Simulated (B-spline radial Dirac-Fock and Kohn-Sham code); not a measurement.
**Zn: non-radiative channels of the 3p3/2 vacancy**

System: atomic zinc, [Ar] 3d10 4s2.

Input file task.json (cfg lists n, l and occupation; rrms is the nuclear radius in fm):

```json
{"items": [{
  "Z": 30,
  "q": 0,
  "cfg": [[1, 0, 2], [2, 0, 2], [2, 1, 6], [3, 0, 2], [3, 1, 6], [3, 2, 10], [4, 0, 2]],
  "A": 64,
  "rrms": 3.9283,
  "do": ["binding", "quiet", "decay"],
  "holes": ["K", "L1", "L2", "L3", "M1", "M2", "M3", "M4", "M5", "N1"]
}]}
```

Launch: `python xray_run.py task.json out`

These are calculated numbers from a B-spline atomic structure program; the model is independent-particle rates on relativistic LDA orbitals of the hole state (multipoles up to L = 3, Coulomb Auger matrix elements, transition energies from Dirac-Fock). Kinetic energies are configuration averages from the vacuum level; the two-hole energies are estimated from single-hole states.

```
transition  kinetic energy (eV)  width (meV)  share (%)
   M3-M4M5                49.84         2110       53.5
   M3-M4M4                49.84         96.0        2.4
   M3-M5M5                50.40         1480       37.5
   M3-M4N1                64.45         46.2        1.2
   M3-M5N1                64.77          214        5.4
```

Coster-Kronig rates are the weakest part of this model and often come out 1.5 to 2.5 times too large. Super-Coster-Kronig decay this fast strains the one-particle picture, and such widths tend to come out too large. The listed channels hold 100 % of the non-radiative rate. Summed by principal shells, of 3.95 eV in all: MMM 93.4 %, MMN 6.6 %.
